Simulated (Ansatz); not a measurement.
CClFSe, SMILES `FC(Cl)=[Se]`, 4 atoms. Total charge 0; spin multiplicity 1. Correlated methods include outer-core shells of Se, which these sets cover unevenly. Scalar relativity is left out up to krypton. All runs use 2 threads of an Intel Xeon Platinum 8559C on a shared host. Correlated methods freeze the cores.

Question: How many basis functions does each run have, and how long does it take in Ansatz? RHF-MP2/def2-QZVPP energy; RKS PBE0-D4/def2-QZVPP energy; RKS PBE-D4/def2-TZVPP energy and forces; RKS ωB97X-V/def2-TZVPP energy; RKS PBE0-D4/def2-TZVP relaxation (6 steps); RHF-CCSD(T)/def2-TZVPP energy; RKS PBE0-D4/def2-TZVP frequencies; direct RPA on PBE orbitals/def2-TZVPP energy; RKS ωB97M-V/def2-SVP energy; RKS PBE0-D4/def2-SVP energy; RKS ωB97M-V/def2-QZVPP energy; RKS r2SCANh-D4/def2-TZVPP energy. (Best estimate.)

Answer: The calculation gave: Other jobs shared the machine, so times are rough.

```tsv
level	job	functions	wall time	peak host memory (GiB)
RKS PBE0-D4/def2-SVP	energy	78	0.7 s	0.33
RKS PBE-D4/def2-TZVPP	energy and forces	152	1 s	0.18
direct RPA on PBE orbitals/def2-TZVPP	energy	152	1.9 s	0.33
RKS r2SCANh-D4/def2-TZVPP	energy	152	2.1 s	0.39
RKS ωB97M-V/def2-SVP	energy	78	2.3 s	0.33
RKS ωB97X-V/def2-TZVPP	energy	152	2.9 s	0.45
RKS PBE0-D4/def2-QZVPP	energy	273	3.5 s	0.75
RKS ωB97M-V/def2-QZVPP	energy	273	7.5 s	0.86
RHF-MP2/def2-QZVPP	energy	273	9 s	0.98
RKS PBE0-D4/def2-TZVP	relaxation (6 steps)	147	13 s	0.37
RHF-CCSD(T)/def2-TZVPP	energy	152	19 s	1.1
RKS PBE0-D4/def2-TZVP	frequencies	147	33 s	0.36
```
